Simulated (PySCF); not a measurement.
## Cu²⁺ (copper, charge +2) across methods

[Ar] 3d9, 2D determinant. All numbers are calculated (PySCF 2.14, the spin-free X2C one-electron Hamiltonian (Gaussian nucleus), in aug-cc-pVTZ-DK (8s7p5d3f2g, 93 functions)).

```json
{"method": "PBE0", "E (hartree)": "-1653.494", "mean ε 3p β (eV)": "-101.94", "mean ε 3d α (eV)": "-32.934", "mean ε 3d β (eV)": "-31.748", "Σ⟨r²⟩ (bohr²)": "15.41", "⟨S²⟩": "0.751"}
{"method": "PBE", "E (hartree)": "-1653.476", "mean ε 3p β (eV)": "-96.901", "mean ε 3d α (eV)": "-30.150", "mean ε 3d β (eV)": "-29.092", "Σ⟨r²⟩ (bohr²)": "15.61", "⟨S²⟩": "0.750"}
{"method": "PW91", "E (hartree)": "-1653.878", "mean ε 3p β (eV)": "-97.003", "mean ε 3d α (eV)": "-30.263", "mean ε 3d β (eV)": "-29.220", "Σ⟨r²⟩ (bohr²)": "15.61", "⟨S²⟩": "0.750"}
{"method": "M06-2X", "E (hartree)": "-1653.768", "mean ε 3p β (eV)": "-106.69", "mean ε 3d α (eV)": "-36.177", "mean ε 3d β (eV)": "-34.850", "Σ⟨r²⟩ (bohr²)": "15.32", "⟨S²⟩": "0.751"}
{"method": "r2SCAN", "E (hartree)": "-1653.695", "mean ε 3p β (eV)": "-98.866", "mean ε 3d α (eV)": "-30.378", "mean ε 3d β (eV)": "-29.231", "Σ⟨r²⟩ (bohr²)": "15.42", "⟨S²⟩": "0.751"}
{"method": "wB97M-V", "E (hartree)": "-1653.606", "mean ε 3p β (eV)": "-104.51", "mean ε 3d α (eV)": "-35.456", "mean ε 3d β (eV)": "-34.310", "Σ⟨r²⟩ (bohr²)": "15.49", "⟨S²⟩": "0.751"}
{"method": "B97-3", "E (hartree)": "-1653.578", "mean ε 3p β (eV)": "-102.28", "mean ε 3d α (eV)": "-33.111", "mean ε 3d β (eV)": "-31.952", "Σ⟨r²⟩ (bohr²)": "15.38", "⟨S²⟩": "0.751"}
{"method": "UHF", "E (hartree)": "-1652.27730", "mean ε 3p β (eV)": "-115.98", "mean ε 3d α (eV)": "-40.514", "mean ε 3d β (eV)": "-38.858", "Σ⟨r²⟩ (bohr²)": "15.05", "⟨S²⟩": "0.751"}
```

Problem. Estimate the same row for LDA.

Solution. E (hartree) = -1650.813; mean ε 3p β (eV) = -96.931; mean ε 3d α (eV) = -30.513; mean ε 3d β (eV) = -29.410; Σ⟨r²⟩ (bohr²) = 15.61; ⟨S²⟩ = 0.750.
